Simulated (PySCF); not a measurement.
Computed NMR parameters against published values

Structure with atom numbers: `[O:1]=[S:2](=[O:3])([F:4])[c:5]1[cH:6][cH:7][cH:8][cH:9][cH:10]1`. Hydrogens are named by the atom that carries them.

Published estimates (parent shift plus substituent increments) and measurements: δ 13C C8 136.0; C7/C9 130.0; C6/C10 128.5 ppm (estimated from measurements, as parent shift plus tabulated substituent increment; solution, not stated per compound (mostly CDCl3 or CCl4); Pretsch, Buehlmann, Badertscher, Structure Determination of Organic Compounds, 4th ed. (2009)).

Computational details: geometry from PBE0-D3(BJ)/def2-SVP, PBE/pcSseg-1 with gauge-including orbitals, in PySCF 2.14 (single conformer, equivalent nuclei averaged, in vacuum, non-relativistic Hamiltonian).

Problem. How close does the calculation come?

Solution. 
Reference values: estimated from measurements, as parent shift plus tabulated substituent increment (solution, not stated per compound (mostly CDCl3 or CCl4); Pretsch, Buehlmann, Badertscher, Structure Determination of Organic Compounds, 4th ed. (2009)).
```json
{"atoms": "C8", "quantity": "δ 13C", "reference": "136.0", "computed": "137.3", "computed, scaled": "135.1"}
{"atoms": "C7/C9", "quantity": "δ 13C", "reference": "130.0", "computed": "132.9", "computed, scaled": "130.6"}
{"atoms": "C6/C10", "quantity": "δ 13C", "reference": "128.5", "computed": "130.6", "computed, scaled": "128.4"}
```

Computed shifts are σ(ref) − σ with the named reference compound (TMS for H and C) calculated as an isolated molecule at the same level. The measured values may be among those fitted. Shieldings were converted by linear fits to measured shifts (mostly CDCl3, TMS scale, for H and C): 13C (scatter 1.8 ppm rms, 2.0 ppm with the 1 outlier that the fit left out). Occasional misses reach two or three times the rms, and more in compound classes unlike the fitted ones.

Problem. How far are the unscaled 13C shifts from the references?

Solution. Mean signed difference +2.10 ppm, mean absolute 2.10 ppm over 3 comparisons; the largest is +2.9 ppm at C7/C9 (aromatic CH).
